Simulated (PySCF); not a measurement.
Species: C₆H₁₀O₂.
Atom-mapped SMILES: `[CH3:1][C:2]([CH3:3])=[C:4]([CH3:5])[C:6](=[O:7])[OH:8]` (hydrogens: H9, H10, H11 on C1; H12, H13, H14 on C3; H15, H16, H17 on C5; H18 on O8)

Geometry (GFN2-xTB, Å), atoms numbered from 1 in this order:
```xyz
18
C6H10O2 angstrom
C     -0.8302    0.7327    1.6546
C     -0.6731   -0.0377    0.3778
C     -1.8550   -0.8649    0.0005
C      0.4783    0.0518   -0.3190
C      1.6053    0.9141    0.1833
C      0.7121   -0.6858   -1.5691
O     -0.1124   -1.2627   -2.2432
O      2.0066   -0.6820   -1.9547
H     -0.7314    1.8022    1.4712
H     -1.8020    0.5469    2.1032
H     -0.0560    0.4555    2.3694
H     -2.1725   -1.4635    0.8541
H     -2.6820   -0.2067   -0.2677
H     -1.6477   -1.5122   -0.8431
H      2.4399    0.9015   -0.5084
H      1.9554    0.5597    1.1524
H      1.2690    1.9430    0.3061
H      2.0868   -1.1854   -2.7790
```

Computed with TDDFT wB97X-D/def2-SVPD, vertical, gas phase, core orbitals frozen in the response (PySCF).

Ground-to-excited transition dipoles (e·a0, same axes as the geometry; the sign carries no meaning), for the states with f of 0.002 or more among the lowest 7:

```
state  E (hartree)      μx      μy      μz
   S1       0.1838  -0.172   0.057   0.145
   S2       0.2086   1.060  -0.247  -1.133
   S3       0.2591   0.053  -0.084   0.086
   S4       0.2707   0.280   0.110   0.122
   S5       0.2743  -0.184  -0.155  -0.170
   S6       0.2862  -0.590   0.062   0.276
   S7       0.2898   0.182   0.073  -0.097
```

**Question.** Work out the oscillator strengths.

**Answer.** f = (2/3) ΔE |μ|² with ΔE in hartree (27.2114 eV).

```json
{"state": "S1", "|μ|² (au)": "0.054", "|μ| (D)": "0.59", "f": "0.007"}
{"state": "S2", "|μ|² (au)": "2.470", "|μ| (D)": "3.99", "f": "0.343"}
{"state": "S3", "|μ|² (au)": "0.017", "|μ| (D)": "0.33", "f": "0.003"}
{"state": "S4", "|μ|² (au)": "0.105", "|μ| (D)": "0.82", "f": "0.019"}
{"state": "S5", "|μ|² (au)": "0.087", "|μ| (D)": "0.75", "f": "0.016"}
{"state": "S6", "|μ|² (au)": "0.429", "|μ| (D)": "1.66", "f": "0.082"}
{"state": "S7", "|μ|² (au)": "0.048", "|μ| (D)": "0.56", "f": "0.009"}
```

**Question.** Which bond between heavy atoms lies closest to the direction of the S2 transition dipole?

**Answer.** C2–C4, at 20° from it; next C6–O8 at 32°.

**Question.** What angle do the transition dipoles of S2 and S5 make?

**Answer.** |cos θ| = |μa·μb| / (|μa| |μb|) = 0.08, so θ ≈ 85° (taken between 0 and 90°, since the signs are arbitrary).

**Question.** How is the summed strength of these states shared among x, y and z?

**Answer.** (2/3) Σ ΔE μα² gives 0.254 for x, 0.018 for y and 0.207 for z, 0.479 in all.

**Question.** What peak molar absorption coefficient would the strongest computed level give as a lone Gaussian band 0.5 eV wide at half height?

**Answer.** ε(max) = 2.175×10⁸ f / FWHM, with the width in cm⁻¹. S2: 2.175×10⁸ × 0.3434 / 4033 ≈ 19000 L mol⁻¹ cm⁻¹.

On an x86-64 server with one thread, no GPU, on a shared host, this took 49 s of wall time.

One conformer stands for the species.
